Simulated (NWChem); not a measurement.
Everything below was run with NWChem. System: H3GeO3, charge 1, spin multiplicity 1, at the geometry of a parent with another charge or spin, in a state set for the comparison that need not be this species' ground state. Level: PBE/x2c-SVPall-2c, spin-orbit ZORA.

Output (cleaned and shortened):

```
             Northwest Computational Chemistry Package (NWChem) 7.3.0
             --------------------------------------------------------

                                NWChem Input Module
                                -------------------

 Scaling coordinates for geometry "geometry" by  1.889725989
 (inverse scale =  0.529177249)

                             Geometry "geometry" -> ""
                             -------------------------

 Output coordinates in angstroms (scale by  1.889725989 to convert to a.u.)

  No.       Tag          Charge          X              Y              Z
 ---- ---------------- ---------- -------------- -------------- --------------
    1 O                    8.0000    -0.94516800    -1.02605800    -0.95278600
    2 Ge                  32.0000    -0.11382600    -0.04201300     0.27641600
    3 O                    8.0000    -0.24446000     1.65096700    -0.25938900
    4 O                    8.0000     1.61238000    -0.46917000     0.18445900
    5 H                    1.0000    -1.84406400    -0.71789000    -1.12050100
    6 H                    1.0000     0.34584800     2.23597100     0.23095900
    7 H                    1.0000     1.75863000    -1.41958300     0.26597000

 Effective nuclear repulsion energy (a.u.)     306.9554268059

            Nuclear Dipole moment (a.u.)
            ----------------------------
        X                 Y               Z
 ---------------- ---------------- ----------------
    -0.0000037795    -0.0000113384     0.0000226767


 Summary of "ao basis" -> "" (spherical)
 ------------------------------------------------------------------------------
       Tag                 Description            Shells   Functions and Types
 ---------------- ------------------------------  ------  ---------------------
 *                       x2c-svpall-2c                on all atoms

  pbe96 is a nonlocal functional; adding pw91lda local functional.

                                 NWChem DFT Module
                                 -----------------

 Summary of "ao basis" -> "ao basis" (spherical)
 ------------------------------------------------------------------------------
       Tag                 Description            Shells   Functions and Types
 ---------------- ------------------------------  ------  ---------------------
 O                       x2c-svpall-2c               6       14   3s2p1d
 Ge                      x2c-svpall-2c              14       38   5s6p3d
[...]
    17    -0.268350  -0.001442  2 Ge s                 58    -0.247197  -0.002241  3 O  pz
    70     0.233594   0.000022  4 O  px                 9    -0.224044  -0.000867  1 O  pz
    72    -0.195283  -0.000912  4 O  pz                61    -0.183764  -0.001743  3 O  pz

 Vector   61  Occ=0.000000D+00  E=-2.105344D-01
              MO Center= -1.4D-02,  1.9D-02,  2.3D-02, r^2= 2.8D-01
  Bfn.         Coefficient        Function           Bfn.         Coefficient        Function
  ----     -------------------  ------------         ----     -------------------  ------------
   128     0.080048  -0.514577  2 Ge py               127    -0.455331  -0.080954  2 Ge px
    98    -0.140259  -0.288087  1 O  s                164     0.294768   0.006009  4 O  s
   150    -0.134509   0.253266  3 O  s                125     0.049268  -0.268915  2 Ge py
   124    -0.241028  -0.049162  2 Ge px                32    -0.095466   0.193206  2 Ge px
   129    -0.168262  -0.121277  2 Ge pz                33     0.173006  -0.110869  2 Ge py

   alpha - beta orbital overlaps
   -----------------------------

   alpha      1      2      3      4      5      6      7      8      9     10
    beta      1      2      2      4      5      6      4      5      6      4
 overlap   1.069  0.380  0.243  0.305  0.367  0.303  0.149  0.242  0.196  0.008

   alpha     11     12     13     14     15     16     17     18     19     20
    beta      6      6      4      5     15     16     17     18     18     20
 overlap   0.007  0.006  0.005  0.008  1.132  1.353  1.397  0.624  0.027  0.669

   alpha     21     22     23     24     25     26     27     28     29     30
    beta     21     22     23     24     25     20     21     22     70     57
 overlap   0.670  0.669  1.164  1.164  1.161  0.202  0.203  0.202  0.115  0.120

   alpha     31     32     33     34     35     36     37     38     39     40
    beta     72     56      5     72     20     21     22     38     39     40
 overlap   0.082  0.062  0.048  0.067  0.018  0.017  0.018  0.706  0.705  0.703

   alpha     41     42     43     44     45     46     47     48     49     50
    beta     41     42     38     39     40     41     42     56     39     40
 overlap   0.704  0.707  0.240  0.240  0.240  0.240  0.240  0.035  0.032  0.033

   alpha     51     52     53     54     55     56     57     58     59     60
    beta     41     42     53     54     54     56     57     58     56     57
 overlap   0.032  0.032  1.069  0.380  0.243  0.362  0.291  0.323  0.226  0.155

   alpha     61     62     63     64     65     66     67     68     69     70
    beta     58     57     57     58     56     56     67     68     68     70
 overlap   0.206  0.006  0.007  0.008  0.008  0.006  1.069  0.380  0.243  0.300

   alpha     71     72     73     74     75     76     77     78     79     80
    beta     71     72     70     71     72     71     72     70     72     70
 overlap   0.304  0.371  0.184  0.145  0.257  0.007  0.007  0.005  0.009  0.008

   alpha     81     82     83     84     85     86     87     88     89     90
    beta      4      4     81      5      6     86     57     57     56     54
 overlap   0.200  0.034  0.018  0.015  0.012  0.180  0.028  0.014  0.016  0.010

   alpha     91     92     93     94     95
    beta     71     71     70     91     72
 overlap   0.211  0.033  0.013  0.019  0.017

     --------------------------
     Expectation value of S2:
     --------------------------
      <S2> =      0.0012 (Exact =     0.0000)

     Multipole analysis of the density
     ---------------------------------

     L   x y z        total         alpha         beta         nuclear
     -   - - -        -----         -----         ----         -------
     0   0 0 0      1.000000    -29.000000    -29.000000     59.000000

     1   1 0 0     -0.357925     -0.178961     -0.178961     -0.000004
     1   0 1 0     -0.131325     -0.065657     -0.065657     -0.000011
     1   0 0 1      0.877162      0.438569      0.438569      0.000023

     2   2 0 0    -17.521126    -72.058653    -72.058653    126.596179
     2   1 1 0     -0.269627      3.023041      3.023041     -6.315709
     2   1 0 1      1.731017    -20.021713    -20.021713     41.774443
     2   0 2 0    -16.921378    -79.124002    -79.124002    141.326626
     2   0 1 1      0.607980     -7.327833     -7.327833     15.263645
     2   0 0 2    -20.954333    -31.720467    -31.720467     42.486601

 Task  times  cpu:       17.7s     wall:       17.7s

 Total times  cpu:       17.7s     wall:       17.7s
```

Write an NWChem input that would produce this output.

One answer among several that fit: 
```
start mol
memory heap 200 mb stack 900 mb global 1100 mb
charge 1
geometry units angstroms nocenter noautoz noautosym
  O     -0.945168    -1.026058    -0.952786
  Ge    -0.113826    -0.042013     0.276416
  O     -0.244460     1.650967    -0.259389
  O      1.612380    -0.469170     0.184459
  H     -1.844064    -0.717890    -1.120501
  H      0.345848     2.235971     0.230959
  H      1.758630    -1.419583     0.265970
end
basis spherical
  * library x2c-svpall-2c
end
relativistic
  zora on
end
dft
  xc xpbe96 cpbe96
  semidirect memsize 60000000 filesize 0
  iterations 100
  grid fine
end
task sodft energy
```
